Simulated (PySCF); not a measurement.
One molecule, one basis, several functionals.

TMS, C4H12Si.
SMILES: `C[Si](C)(C)C`

PySCF, pcSseg-0 basis, density fitting, gas phase, GFN2-xTB geometry. One functional is left out:

```csv
functional,exact exchange (%),HOMO energy (eV),LUMO energy (eV)
B97-D,0,-7.26,1.13
BLYP,0,-7.10,0.97
BP86,0,-7.34,1.10
OPBE,0,-7.37,1.21
B3LYP,20,-8.32,1.47
mPW1PW91,25,-8.62,1.86
BHandHLYP,50,-9.77,2.46
```

Task: Predict the row of B97-2 (21 % exact exchange) by straight lines through the other rows, and check it.

Result: 
```csv
property,line,computed,computed − line,"B3LYP (20 %), for comparison"
HOMO energy (eV),-8.35,-8.35,0.00,-8.32
LUMO energy (eV),1.66,1.84,+0.18,1.47
```

Task: Which of these properties follows the share of exact exchange most closely, and which least?

Result: Most closely the HOMO energy, least the LUMO energy; the correlations over the tabulated rows are HOMO energy -0.995, LUMO energy 0.981. The HOMO energy moves by -0.507 eV for every 10 %. Functionals with the same share still differ in their other parts: at 0 % BLYP and OPBE differ by 0.27 eV in it.
